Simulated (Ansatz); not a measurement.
Consider the ligand exchange at a B–C bond: `FBC1N[SiH2]1` + `C[SeH]` → `C[Se]BF` + `C1N[SiH2]1`.

Computed with Ansatz on PBE0-D4/def2-TZVP structures; ΔE is electronic, products minus reactants. CBS: MP2 limit from def2 TZ/QZ plus the TZ coupled-cluster correction, frozen cores. Functionals use def2-TZVPP. B3LYP here is the variant with VWN-RPA as its local correlation; programs differ in this. For Se outer-core shells are correlated without core-valence functions, which leaves a few kJ/mol of doubt a bond. Scalar relativity is left out up to krypton. Each species was taken in one conformer, which may not be the lowest.

Question: Is it downhill or uphill in electronic energy at CCSD(T)/CBS, and by how much? (An estimate is asked.)

Answer: Ansatz gave: Downhill: ΔE = -40.8 kJ/mol.

Question: What do these levels give: r2SCAN-D4, B3LYP-D4, ωB97X-V, B2PLYP, SCS-MP2/def2-TZVPP, CCSD(T)/def2-TZVPP, HF/def2-QZVPP, MP2/def2-QZVPP, SCS-MP2/def2-QZVPP, HF/CBS(def2), MP2/CBS(def2), CCSD/CBS(def2)? (An estimate is asked.)

Answer: The calculation gave: r2SCAN-D4 -40.1, B3LYP-D4 -37.2, ωB97X-V -38.4, B2PLYP -40.0, SCS-MP2/def2-TZVPP -40.9, CCSD(T)/def2-TZVPP -40.2, HF/def2-QZVPP -34.9, MP2/def2-QZVPP -42.5, SCS-MP2/def2-QZVPP -40.9, HF/CBS(def2) -34.8, MP2/CBS(def2) -42.9, CCSD/CBS(def2) -39.8 kJ/mol.

Largest T1 diagnostic among the species: 0.013.

In def2-TZVPP, CCSD(T) changes the Hartree–Fock value by −4.7 kJ/mol (the triples alone add −1.0 kJ/mol) and MP2 by −6.8 kJ/mol.
